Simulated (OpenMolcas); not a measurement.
Cu2+: moving or changing the point charges

Cu2+ among 6 point charges of -2.2 e arranged as an octahedron (Oh), 1.74 Å from the ion.
```
   1.7400    0.0000    0.0000  -2.20
   0.0000    1.7400    0.0000  -2.20
  -1.7400    0.0000    0.0000  -2.20
   0.0000   -1.7400    0.0000  -2.20
   0.0000    0.0000    1.7400  -2.20
   0.0000    0.0000   -1.7400  -2.20
```

```
Program             : OpenMolcas
Method              : SS-CASPT2, IPEA 0.25 Eh, imaginary shift 0.1 Eh (closed shells correlated: 3s 3p)
Basis               : ANO-RCC-VDZP [5s4p2d1f]
Scalar Hamiltonian  : DKH2, point nucleus
Active space        : 9 electrons in 5 orbitals (3d)
State averaging     : 2S+1 = 2 even, 5 roots
Spin-orbit coupling : RASSI with atomic mean-field integrals over the reference wave functions
```

Runs around this geometry, states (labels of O, the rotations of Oh). Energies in cm-1 above the lowest state or level, χT in cm3 K/mol; 10Dq is the gap between the two states.

```
R (Å)  q (e)  Ground state  First state of that spin   10Dq  First gap with spin-orbit (degeneracies)  χT at 300 K
 1.74   -1.1            2E                  2T2 4170   4166                               3560 (4, 2)        0.741
 1.61   -2.2            2E                 2T2 11450  11454                              10750 (4, 2)        0.517
 1.74   -2.2            2E                  2T2 8310   8314                               7620 (4, 2)        0.569
 1.85   -2.2            2E                  2T2 6450   6449                               5780 (4, 2)        0.623
```

Taking |10Dq| as R^-n, n = -ln(6449 / 11454) / ln(1.85 / 1.61) = 4.1 between the shortest and longest distance. The point-charge formula for a cubic d site gives n = 5.

Scaling the charges by -1.1 / -2.2 = 0.50 scales |10Dq| by 4166 / 8314 = 0.50; with fixed orbitals a first-order splitting would follow the charge.

An orbital doublet at a regular site is open to a Jahn-Teller distortion, which this geometry leaves out. Free-ion shares, where given, are those of the reference states; single-state CASPT2 does not remix them. The ground term spreads over less than 5000 cm-1, several times less than with real ligands, so orbital moments are less quenched and χT lies further from the spin-only value than at real sites (holds for R = 1.74, q = -1.1). Point charges carry no covalency, so the field is a model and not that of real ligands. No measured value stands beside these numbers.
